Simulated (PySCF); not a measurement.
# Gd (gadolinium, neutral) across methods

[Xe] 4f7 5d1 6s2, high-spin 9D determinant. Calculation: PySCF 2.14, in x2c-TZVPPall; the spin-free X2C one-electron Hamiltonian (Gaussian nucleus).

```csv
method,E (hartree),mean ε 6s α (eV),mean ε 6s β (eV),mean ε 5d α (eV),Σ⟨r²⟩ (bohr²),⟨S²⟩
LDA,-11262.43,-4.435,-3.946,-3.127,81.50,20.041
PBE,-11270.55,-4.252,-3.788,-3.141,82.04,20.155
r2SCAN,-11270.85,-4.306,-3.776,-3.458,81.72,20.436
UHF,-11266.76797,-5.758,-5.121,-6.770,85.78,20.167
```

(1) Estimate the same row for PBE0.

Spin-orbit coupling, absent here, splits the open shell strongly.

Answers

(1) E (hartree) = -11270.49; mean ε 6s α (eV) = -4.777; mean ε 6s β (eV) = -4.310; mean ε 5d α (eV) = -4.136; Σ⟨r²⟩ (bohr²) = 82.28; ⟨S²⟩ = 20.136.
